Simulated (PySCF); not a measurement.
Species: C2H11N3OSi3.
Z-matrix (Å and degrees, GFN2-xTB geometry), rows numbered from 1:
```
C 
C   1  1.4991
O   2  1.2271  1  122.38
N   2  1.3362  1  120.36  3  -179.80
Si  4  1.7740  2  103.67  1   177.97
N   5  1.7393  4  104.29  2  -174.22
Si  6  1.7196  5  131.49  4   -31.38
N   7  1.7352  6  106.26  5    23.74
Si  8  1.7159  7  129.36  6    13.72
H   1  1.0874  2  109.61  3  -114.36
H   1  1.0869  2  109.99  3   126.54
H   1  1.0871  2  109.23  3     5.58
H   5  1.4600  4  108.26  2    68.83
H   5  1.4577  4  109.95  2   -63.21
H   6  1.0048  5  112.64  4   164.33
H   7  1.4708  6  113.83  5   -93.06
H   7  1.4700  6  107.71  5   142.87
H   8  1.0053  7  114.54  6  -179.97
H   9  1.4680  4  109.75  2   -44.91
H   9  1.4720  4  107.41  2    76.84
```

Computed at PBE0/pcSseg-1 (PySCF, non-relativistic), with Q(17O) = −0.0256 b, Q(14N) = 0.02044 b: O3, 17O (I = 5/2): χzz = 8.615 MHz, η = 0.087; N4, 14N (I = 1): χzz = -2.092 MHz, η = 0.740; N6, 14N (I = 1): χzz = -3.786 MHz, η = 0.455; N8, 14N (I = 1): χzz = -3.843 MHz, η = 0.417.

Question: Where would the pure quadrupole (NQR) lines of 17O at O3 fall for the rigid, isolated species?

Answer: From the eigenvalues of H = χ/[4I(2I − 1)] × [3Iz² − I(I + 1) + η(Ix² − Iy²)], steps between neighbouring levels, labelled as for η = 0: ±1/2↔±3/2 1.303 MHz, ±3/2↔±5/2 2.580 MHz (amide oxygen).

Question: Where would the pure quadrupole (NQR) lines of 14N at N4 fall for the rigid, isolated species?

Answer: From ν± = (3/4)|χ|(1 ± η/3) and ν0 = |χ|η/2: ν+ 1.956 MHz, ν− 1.182 MHz, ν0 0.774 MHz (amide nitrogen).

Question: Find the zero-field quadrupole resonance frequencies of 14N at N6.

Answer: From ν± = (3/4)|χ|(1 ± η/3) and ν0 = |χ|η/2: ν+ 3.270 MHz, ν− 2.409 MHz, ν0 0.861 MHz (nitrogen bridging silicon atoms).

Question: Find the zero-field quadrupole resonance frequencies of 14N at N8.

Answer: From ν± = (3/4)|χ|(1 ± η/3) and ν0 = |χ|η/2: ν+ 3.283 MHz, ν− 2.482 MHz, ν0 0.801 MHz (nitrogen bridging silicon atoms).

In a crystal, neighbours and librations shift these lines. GFN2-xTB bond lengths can be off by several hundredths of an ångström, more for odd bonds, and the gradients follow them. These gradients aren't converged with respect to the basis.

One conformer stands for the species.
